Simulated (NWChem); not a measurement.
System: BI$_{3}$; SMILES IB(I)I

Output (shortened):

```
             Northwest Computational Chemistry Package (NWChem) 7.3.0
             --------------------------------------------------------

 C3H symmetry detected

                             Geometry "geometry" -> ""
                             -------------------------

 Output coordinates in angstroms (scale by  1.889725989 to convert to a.u.)

  No.       Tag          Charge          X              Y              Z
 ---- ---------------- ---------- -------------- -------------- --------------
    1 B                    5.0000    -0.00000000     0.00000000     0.00000000
    2 I                   53.0000     0.72008955     1.99388876     0.00000000
    3 I                   53.0000     1.36671355    -1.62056022     0.00000000
    4 I                   53.0000    -2.08680309    -0.37332854     0.00000000

 Effective nuclear repulsion energy (a.u.)    1412.9297614043

      Symmetry information
      --------------------

 Group name             C3h
 Group number             22
 Group order               6
 No. of unique centers     2

                                Z-matrix (autoz)
                                --------

 Units are Angstrom for bonds and degrees for angles

      Type          Name      I     J     K     L     M      Value
      ----------- --------  ----- ----- ----- ----- ----- ----------
    1 Stretch                  1     2                       2.11993
    2 Stretch                  1     3                       2.11993
    3 Stretch                  1     4                       2.11993
    4 Bend                     2     1     3               120.00000
    5 Bend                     2     1     4               120.00000
    6 Bend                     3     1     4               120.00000
    7 Torsion                  2     1     3     4         180.00000
    8 Torsion                  2     1     4     3         180.00000
    9 Torsion                  3     1     2     4         180.00000
   10 Torsion                  2     4     1     3         180.00000
   11 Torsion                  3     2     1     4         180.00000
   12 Torsion                  2     3     1     4         180.00000

                           NWChem Geometry Optimization
                           ----------------------------

 maximum gradient threshold         (gmax) =   0.000450
 rms gradient threshold             (grms) =   0.000300
 maximum cartesian step threshold   (xmax) =   0.001800
 rms cartesian step threshold       (xrms) =   0.001200
 fixed trust radius                (trust) =   0.300000
 source of zmatrix                         =   autoz

          -------------------
          Energy Minimization
          -------------------

 Using diagonal initial Hessian
 Scaling for Hessian diagonals: bonds = 1.00  angles = 0.25  torsions = 0.10

          --------
          Step   0

                                 NWChem DFT Module
                                 -----------------

 Summary of "ao basis" -> "ao basis" (spherical)
 ------------------------------------------------------------------------------
       Tag                 Description            Shells   Functions and Types
 ---------------- ------------------------------  ------  ---------------------
 B                          def2-svp                 6       14   3s2p1d
 I                          def2-svp                10       26   4s4p2d

      Symmetry analysis of basis
      --------------------------

        a'         22
        e'+        21
        e'-        21
        a"         10
        e"+         9
        e"-         9

  Rotation of axis

            General Information
            -------------------
          SCF calculation type: DFT
          Wavefunction type:  closed shell.
          No. of atoms     :     4
          No. of electrons :    80
           Alpha electrons :    40
            Beta electrons :    40
          Charge           :     0
          Spin multiplicity:     1
          Use of symmetry is: on ; symmetry adaption is: on
          Maximum number of iterations: 150
          AO basis - number of functions:    92
                     number of shells:    36
          Convergence on energy requested:  1.00D-06
          Convergence on density requested:  1.00D-05
          Convergence on gradient requested:  5.00D-04

              XC Information
              --------------
          PerdewBurkeErnzerhof Exchange Functional  1.000
            Perdew 1991 LDA Correlation Functional  1.000 local
           PerdewBurkeErnz. Correlation Functional  1.000 non-local

             Grid Information
             ----------------
          Grid used for XC integration:  medium
          Radial quadrature: Mura-Knowles
          Angular quadrature: Lebedev.
          Tag              B.-S. Rad. Rad. Pts. Rad. Cut. Ang. Pts.
          ---              ---------- --------- --------- ---------
          B                   0.85       49           8.0       434
          I                   1.40      123          11.0       590
          Grid pruning is: on
          Number of quadrature shells:   172
          Spatial weights used:  Erf1

      Superposition of Atomic Density Guess
      -------------------------------------

 Sum of atomic energies:       -1065.88535429

      Non-variational initial energy
      ------------------------------

 Total energy =    -915.314395
 1-e energy   =   -2311.616386
 2-e energy   =    1032.473428
 HOMO         =      -0.306671
 LUMO         =       0.000063

      Symmetry analysis of molecular orbitals - initial
      -------------------------------------------------

  Numbering of irreducible representations:

     1 a'          2 e'+         3 e'-         4 a"          5 e"+
     6 e"-

  Orbital symmetries:

     1 a'          2 e'+         3 e'+         4 a'          5 a'
     6 e'+         7 e'+         8 e'+         9 e'+        10 a"
    11 e"+        12 e"+        13 a'         14 a'         15 e'+
    16 e'+        17 e'+        18 e'+        19 a"         20 e"+
    21 e"+        22 a'         23 a'         24 e"+        25 e"+
    26 e'+        27 e'+        28 a"         29 a'         30 e'+
    31 e'+        32 a'         33 e'+        34 e'+        35 a"
    36 e"+        37 e"+        38 e'+        39 e'+        40 a'
    41 a"         42 a'         43 e'+        44 e'+        45 a'
    46 e'+        47 e'+        48 e'+        49 e'+        50 a'

   convergence    iter        energy       DeltaE   RMS-Dens  Diis-err
 ---------------- ----- ----------------- --------- --------- ---------
 d= 0,ls=0.0,diis     1   -917.8139533106 -1.28D+03  2.69D-02  6.74D-01
 d= 0,ls=0.0,diis     2   -917.0421839978  7.72D-01  1.94D-02  5.83D+00
 d= 0,ls=0.0,diis     3   -917.9323535437 -8.90D-01  1.91D-03  3.91D-03
 d= 0,ls=0.0,diis     4   -917.9328571499 -5.04D-04  6.12D-04  2.03D-03
 d= 0,ls=0.0,diis     5   -917.9330874285 -2.30D-04  1.09D-04  1.15D-04
  Resetting Diis
 d= 0,ls=0.0,diis     6   -917.9331064925 -1.91D-05  2.07D-05  2.40D-06
 d= 0,ls=0.0,diis     7   -917.9331068972 -4.05D-07  6.94D-06  9.36D-08

         Total DFT energy =     -917.933106897174
      One electron energy =    -2312.952016141352
           Coulomb energy =     1101.866488187241
    Exchange-Corr. energy =      -70.676142481576
 Nuclear repulsion energy =      363.828563538512

 Numeric. integr. density =       80.000015617112

                  Occupations of the irreducible representations
                  ----------------------------------------------

                     irrep           alpha         beta
                     --------     --------     --------
                     a'               10.0         10.0
                     e'+              18.0         18.0
                     e'-               0.0          0.0
                     a"                4.0          4.0
                     e"+               8.0          8.0
                     e"-               0.0          0.0

                       DFT Final Molecular Orbital Analysis
                       ------------------------------------

 Vector   38  Occ=2.000000D+00  E=-2.510639D-01  Symmetry=e"+
              MO Center=  1.0D+00, -3.6D-02,  7.5D-16, r^2= 5.3D+00
   Bfn.  Coefficient  Atom+Function         Bfn.  Coefficient  Atom+Function
  ----- ------------  ---------------      ----- ------------  ---------------
    53      0.470610  3 I  pz                27     -0.416228  2 I  pz
    56      0.411362  3 I  pz                30     -0.363826  2 I  pz
    50     -0.189691  3 I  pz                24      0.167771  2 I  pz
    47     -0.153560  3 I  pz                21      0.135815  2 I  pz
    79     -0.054383  4 I  pz                82     -0.047536  4 I  pz

[...]

      ----------------------
      Optimization converged
      ----------------------

  Step       Energy      Delta E   Gmax     Grms     Xrms     Xmax
  ---- ---------------- -------- -------- -------- -------- --------
@    2    -917.93331841  5.1D-08  0.00000  0.00000  0.00033  0.00064
                                     ok       ok       ok       ok

                                Z-matrix (autoz)
                                --------

 Units are Angstrom for bonds and degrees for angles

      Type          Name      I     J     K     L     M      Value     Gradient
      ----------- --------  ----- ----- ----- ----- ----- ---------- ----------
    1 Stretch                  1     2                       2.13478   -0.00000
    2 Stretch                  1     3                       2.13478   -0.00000
    3 Stretch                  1     4                       2.13478   -0.00000
    4 Bend                     2     1     3               120.00000   -0.00000
    5 Bend                     2     1     4               120.00000    0.00000
    6 Bend                     3     1     4               120.00000    0.00000
    7 Torsion                  2     1     3     4         180.00000    0.00000
    8 Torsion                  2     1     4     3         180.00000   -0.00000
    9 Torsion                  3     1     2     4         180.00000   -0.00000
   10 Torsion                  2     4     1     3         180.00000    0.00000
   11 Torsion                  3     2     1     4         180.00000    0.00000
   12 Torsion                  2     3     1     4         180.00000   -0.00000

                         Geometry "geometry" -> "geometry"
                         ---------------------------------

 Output coordinates in angstroms (scale by  1.889725989 to convert to a.u.)

  No.       Tag          Charge          X              Y              Z
 ---- ---------------- ---------- -------------- -------------- --------------
    1 B                    5.0000     0.00000000     0.00000000     0.00000000
    2 I                   53.0000     0.72513395     2.00785644     0.00000000
    3 I                   53.0000     1.37628771    -1.63191264     0.00000000
    4 I                   53.0000    -2.10142166    -0.37594380     0.00000000

 Effective nuclear repulsion energy (a.u.)    1403.1007013352

      Symmetry information
      --------------------

 Group name             C3h
 Group number             22
 Group order               6
 No. of unique centers     2

                Final and change from initial internal coordinates
                --------------------------------------------------

                                Z-matrix (autoz)
                                --------

 Units are Angstrom for bonds and degrees for angles

      Type          Name      I     J     K     L     M      Value       Change
      ----------- --------  ----- ----- ----- ----- ----- ---------- ----------
    1 Stretch                  1     2                       2.13478    0.01485
    2 Stretch                  1     3                       2.13478    0.01485
    3 Stretch                  1     4                       2.13478    0.01485
    4 Bend                     2     1     3               120.00000    0.00000
    5 Bend                     2     1     4               120.00000    0.00000
    6 Bend                     3     1     4               120.00000    0.00000
    7 Torsion                  2     1     3     4         180.00000    0.00000
    8 Torsion                  2     1     4     3         180.00000    0.00000
    9 Torsion                  3     1     2     4         180.00000    0.00000
   10 Torsion                  2     4     1     3         180.00000    0.00000
   11 Torsion                  3     2     1     4         180.00000    0.00000
   12 Torsion                  2     3     1     4         180.00000    0.00000

 ==============================================================================
                                internuclear distances
 ------------------------------------------------------------------------------
       center one      |      center two      | atomic units |  angstroms
 ------------------------------------------------------------------------------
    2 I                |   1 B                |     4.03416  |     2.13478
    3 I                |   1 B                |     4.03416  |     2.13478
    4 I                |   1 B                |     4.03416  |     2.13478
 ------------------------------------------------------------------------------
                         number of included internuclear distances:          3
 ==============================================================================

[...]

 Rotational Constants
 --------------------
 A=   0.019433 cm-1  (  0.027959 K)
 B=   0.019433 cm-1  (  0.027959 K)
 C=   0.009716 cm-1  (  0.013979 K)

 Temperature                      =   298.15K
 frequency scaling parameter      =   1.0000

 Zero-Point correction to Energy  =    2.989 kcal/mol  (  0.004764 au)
 Thermal correction to Energy     =    6.446 kcal/mol  (  0.010273 au)
 Thermal correction to Enthalpy   =    7.039 kcal/mol  (  0.011217 au)

 Total Entropy                    =   85.097 cal/mol-K
   - Translational                =   43.768 cal/mol-K (mol. weight = 391.7105)
   - Rotational                   =   30.256 cal/mol-K (symmetry #  =        3)
   - Vibrational                  =   11.073 cal/mol-K

 Cv (constant volume heat capacity) =   15.038 cal/mol-K
   - Translational                  =    2.979 cal/mol-K
   - Rotational                     =    2.979 cal/mol-K
   - Vibrational                    =    9.079 cal/mol-K

[normal modes left out]

 ----------------------------------------------------------------------------
 Normal Eigenvalue ||           Projected Infra Red Intensities
  Mode   [cm**-1]  || [atomic units] [(debye/angs)**2] [(KM/mol)] [arbitrary]
 ------ ---------- || -------------- ----------------- ---------- -----------
    1       -0.000 ||    0.000000           0.000         0.000       0.000
    2       -0.000 ||    0.000000           0.000         0.000       0.000
    3       -0.000 ||    0.000000           0.000         0.000       0.000
    4       -0.000 ||    0.000000           0.000         0.000       0.000
    5        0.000 ||    0.000000           0.000         0.000       0.000
    6        0.000 ||    0.000000           0.000         0.000       0.000
    7      101.247 ||    0.000000           0.000         0.000       0.000
    8      101.247 ||    0.000000           0.000         0.000       0.000
    9      190.321 ||    0.000000           0.000         0.000       0.000
   10      308.710 ||    0.002048           0.047         1.996       0.521
   11      695.294 ||    0.234618           5.413       228.717      59.739
   12      695.294 ||    0.234618           5.413       228.717      59.739
 ----------------------------------------------------------------------------
```

Level: PBE/def2-SVP with def2 effective core potentials on I. def2 effective core potentials on I; no spin-orbit coupling. The printed entropy takes a lower symmetry number than the molecule has.

Q: Write an input that gives this output.

A: One answer among several that fit: the input that was run:
```
start job
memory heap 200 mb stack 900 mb global 1100 mb
geometry units angstroms
  B      0.000000     0.000000    -0.000886
  I      0.546403     2.048308    -0.000866
  I      1.500685    -1.497353    -0.000866
  I     -2.047088    -0.550955    -0.000866
end
basis spherical
  * library def2-svp
end
ecp
  I library def2-ecp
end
dft
  xc xpbe96 cpbe96
  iterations 150
end
driver
  maxiter 120
end
task dft optimize
dft
  grid fine
  convergence energy 1d-8 density 1d-7
end
task dft freq numerical
```
